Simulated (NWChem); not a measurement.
System: MgNH$_{3}$S; SMILES [NH2][Mg][SH]

Output (shortened):

```
             Northwest Computational Chemistry Package (NWChem) 7.3.0
             --------------------------------------------------------

 C1  symmetry detected

                             Geometry "geometry" -> ""
                             -------------------------

 Output coordinates in angstroms (scale by  1.889725989 to convert to a.u.)

  No.       Tag          Charge          X              Y              Z
 ---- ---------------- ---------- -------------- -------------- --------------
    1 Mg                  12.0000     0.02831953    -0.55968118    -0.00345364
    2 N                    7.0000     0.00908445    -2.45611882     0.00205397
    3 H                    1.0000    -0.00957623    -3.06838576    -0.81915434
    4 H                    1.0000     0.01074802    -3.06263450     0.82773955
    5 S                   16.0000     0.05637474     1.76325099     0.00040164
    6 H                    1.0000    -1.30659310     1.82801044     0.01205433

 Effective nuclear repulsion energy (a.u.)     106.6018792497

  xc_inp: hfexch multiplicative factor not found.

                                 NWChem DFT Module
                                 -----------------

 Summary of "ao basis" -> "ao basis" (spherical)
 ------------------------------------------------------------------------------
       Tag                 Description            Shells   Functions and Types
 ---------------- ------------------------------  ------  ---------------------
 Mg                       aug-pcseg-1                8       14   5s3p
 N                        aug-pcseg-1                9       23   4s3p2d
 H                        aug-pcseg-1                5        9   3s2p
 S                        aug-pcseg-1               11       27   5s4p2d

            General Information
            -------------------
          SCF calculation type: DFT
          Wavefunction type:  closed shell.
          No. of atoms     :     6
          No. of electrons :    38
           Alpha electrons :    19
            Beta electrons :    19
          Charge           :     0
          Spin multiplicity:     1
          Use of symmetry is: off; symmetry adaption is: off
          Maximum number of iterations: 150
          AO basis - number of functions:    91
                     number of shells:    43
          Convergence on energy requested:  1.00D-06
          Convergence on density requested:  1.00D-05
          Convergence on gradient requested:  5.00D-04

              XC Information
              --------------
                     Hartree-Fock (Exact) Exchange  1.000

      Superposition of Atomic Density Guess
      -------------------------------------

 Sum of atomic energies:        -652.80602295

      Non-variational initial energy
      ------------------------------

 Total energy =    -653.397830
 1-e energy   =   -1115.685621
 2-e energy   =     355.685911
 HOMO         =      -0.333255
 LUMO         =      -0.081357

     ---------------------------------------------
      Total Density - Mulliken Population Analysis
     ---------------------------------------------

    Atom       Charge   Shell Charges
 -----------   ------   -------------------------------------------------------
    1 Mg  12    10.29   2.00  2.00  0.18 -0.00  0.00  6.01  0.12 -0.03
    2 N    7     8.82   2.00  0.86  0.78  0.28  2.72  2.06  0.13  0.00 -0.01
    3 H    1     0.68   0.62 -0.01  0.00  0.04  0.03
    4 H    1     0.68   0.62 -0.01  0.00  0.04  0.03
    5 S   16    17.05   2.00  2.00  1.16  0.79  0.01  5.99  3.39  1.62  0.04  0.02  0.02
    6 H    1     0.49   0.58  0.00 -0.03  0.02 -0.07

   convergence    iter        energy       DeltaE   RMS-Dens  Diis-err
 ---------------- ----- ----------------- --------- --------- ---------
 d= 0,ls=0.0,diis     1   -653.2624915639 -7.60D+02  1.04D-02  5.08D-01
 d= 0,ls=0.0,diis     2   -653.3146071536 -5.21D-02  2.78D-03  1.81D-01
 d= 0,ls=0.0,diis     3   -653.3360811874 -2.15D-02  1.37D-03  3.59D-03
 d= 0,ls=0.0,diis     4   -653.3372273172 -1.15D-03  4.69D-04  3.58D-04
 d= 0,ls=0.0,diis     5   -653.3373611813 -1.34D-04  1.76D-04  3.80D-05
  Resetting Diis
 d= 0,ls=0.0,diis     6   -653.3373824621 -2.13D-05  4.25D-05  2.50D-06
 d= 0,ls=0.0,diis     7   -653.3373837328 -1.27D-06  8.56D-06  1.64D-07
 d= 0,ls=0.0,diis     8   -653.3373837944 -6.16D-08  4.18D-06  3.09D-08

         Total DFT energy =     -653.337383794386
      One electron energy =    -1118.637558877921
           Coulomb energy =      407.468142955560
    Exchange-Corr. energy =      -48.769847121701
 Nuclear repulsion energy =      106.601879249676

 Numeric. integr. density =        0.000000000000

                       DFT Final Molecular Orbital Analysis
                       ------------------------------------

 Vector   17  Occ=2.000000D+00  E=-3.993141D-01
              MO Center=  2.7D-02,  1.5D+00,  2.5D-04, r^2= 2.2D+00
   Bfn.  Coefficient  Atom+Function         Bfn.  Coefficient  Atom+Function
  ----- ------------  ---------------      ----- ------------  ---------------
    65      0.633594  5 S  py                18     -0.336308  2 N  s
    68      0.331369  5 S  py                 4      0.264428  1 Mg s
    10     -0.248295  1 Mg py                62     -0.238816  5 S  py
    58      0.150240  5 S  s                  2      0.116730  1 Mg s
    26     -0.114933  2 N  py                64      0.112426  5 S  px

 Vector   18  Occ=2.000000D+00  E=-3.614551D-01
              MO Center=  9.4D-03, -2.4D+00,  1.9D-03, r^2= 1.2D+00
   Bfn.  Coefficient  Atom+Function         Bfn.  Coefficient  Atom+Function
  ----- ------------  ---------------      ----- ------------  ---------------
    19      0.547546  2 N  px                22      0.501405  2 N  px
     9      0.074190  1 Mg px                 6     -0.049286  1 Mg px
    25      0.045464  2 N  px                67     -0.037613  5 S  px
    33      0.036470  2 N  d -2              44      0.036618  3 H  px
    53      0.036569  4 H  px                12      0.030747  1 Mg px

 Vector   19  Occ=2.000000D+00  E=-3.578938D-01
              MO Center=  2.4D-02,  1.7D+00,  3.1D-04, r^2= 1.8D+00
   Bfn.  Coefficient  Atom+Function         Bfn.  Coefficient  Atom+Function
  ----- ------------  ---------------      ----- ------------  ---------------
    66      0.692666  5 S  pz                69      0.425484  5 S  pz
    63     -0.256723  5 S  pz                11      0.073742  1 Mg pz
    39      0.066528  3 H  s                 48     -0.066529  4 H  s
    79     -0.055107  5 S  d -1               8     -0.035702  1 Mg pz
    34     -0.035505  2 N  d -1              72      0.032162  5 S  pz

 Vector   20  Occ=0.000000D+00  E= 9.669927D-03
              MO Center=  1.0D-01, -8.4D-01, -2.1D-02, r^2= 2.3D+01
   Bfn.  Coefficient  Atom+Function         Bfn.  Coefficient  Atom+Function
  ----- ------------  ---------------      ----- ------------  ---------------
     5      1.639097  1 Mg s                 85     -0.643872  6 H  s
    13      0.389351  1 Mg py                18      0.366168  2 N  s
    26      0.365774  2 N  py                 4     -0.282918  1 Mg s
    70     -0.262875  5 S  px                60     -0.217381  5 S  s
     3      0.134510  1 Mg s                 54     -0.134783  4 H  py

 Vector   21  Occ=0.000000D+00  E= 4.197666D-02
              MO Center= -1.1D+00, -1.3D+00,  3.3D-02, r^2= 2.8D+01
   Bfn.  Coefficient  Atom+Function         Bfn.  Coefficient  Atom+Function
  ----- ------------  ---------------      ----- ------------  ---------------
    85      3.065674  6 H  s                  4      1.866528  1 Mg s
    13     -1.807693  1 Mg py                26     -1.372810  2 N  py
    49     -1.379074  4 H  s                 60     -1.332647  5 S  s
    40     -1.324208  3 H  s                 18     -0.902286  2 N  s
    70      0.856067  5 S  px                84      0.716239  6 H  s

 Vector   22  Occ=0.000000D+00  E= 4.323756D-02
              MO Center=  1.3D-02, -2.4D+00, -2.8D-03, r^2= 1.9D+01
   Bfn.  Coefficient  Atom+Function         Bfn.  Coefficient  Atom+Function
  ----- ------------  ---------------      ----- ------------  ---------------
    40      2.986048  3 H  s                 49     -2.961195  4 H  s
    27      1.219695  2 N  pz                39      0.519556  3 H  s
    48     -0.512889  4 H  s                 14     -0.505170  1 Mg pz
    45      0.204824  3 H  py                54     -0.204372  4 H  py
    24      0.168674  2 N  pz                69      0.131480  5 S  pz

     ---------------------------------------------
      Total Density - Mulliken Population Analysis
     ---------------------------------------------

    Atom       Charge   Shell Charges
 -----------   ------   -------------------------------------------------------
    1 Mg  12    10.26   2.00  2.00  0.02 -0.12  0.01  6.02  0.35 -0.01
    2 N    7     8.48   2.00  0.77  0.82  0.31  2.39  2.08  0.12  0.01 -0.01
    3 H    1     0.84   0.73 -0.02  0.00  0.04  0.09
    4 H    1     0.84   0.73 -0.02  0.00  0.04  0.09
    5 S   16    16.94   2.00  2.00  1.10  0.88  0.02  5.99  3.19  1.62  0.06  0.04  0.04
    6 H    1     0.63   0.70  0.02 -0.03  0.02 -0.08

     -------------------------------------------
      Total Density - Lowdin Population Analysis
     -------------------------------------------

    Atom       Charge   Shell Charges
 -----------   ------   -------------------------------------------------------
    1 Mg  12    10.69   2.00  1.88  0.18  0.05  0.01  5.92  0.53  0.12
    2 N    7     7.60   1.99  0.65  0.49  0.08  2.26  1.84  0.18  0.02  0.09
    3 H    1     1.08   0.57  0.14  0.02  0.10  0.26
    4 H    1     1.08   0.57  0.14  0.02  0.10  0.26
    5 S   16    16.21   2.00  1.95  0.89  0.57  0.10  5.91  2.96  1.58  0.14  0.04  0.07
    6 H    1     1.33   0.60  0.23  0.03  0.05  0.40

     Multipole analysis of the density
     ---------------------------------

[...]
```

Level: Hartree-Fock/aug-pcseg-1. The geometry was optimised at PBE-D3(BJ)/def2-SVP.

Question: Reconstruct the input file.

Answer: This is not unique; one that fits is the input that was run:
```
start job
memory heap 200 mb stack 900 mb global 1100 mb
geometry units angstroms noautoz
  Mg     0.150849    -0.374197    -0.183014
  N      0.441618    -2.216127     0.162852
  H     -0.102967    -3.000086    -0.209220
  H      1.170903    -2.615528     0.761386
  S     -0.194388     1.884243    -0.603818
  H     -1.044541     2.001650     0.457062
end
basis spherical
  * library aug-pcseg-1
end
dft
  xc hfexch
  iterations 150
  mulliken
end
task dft energy
```
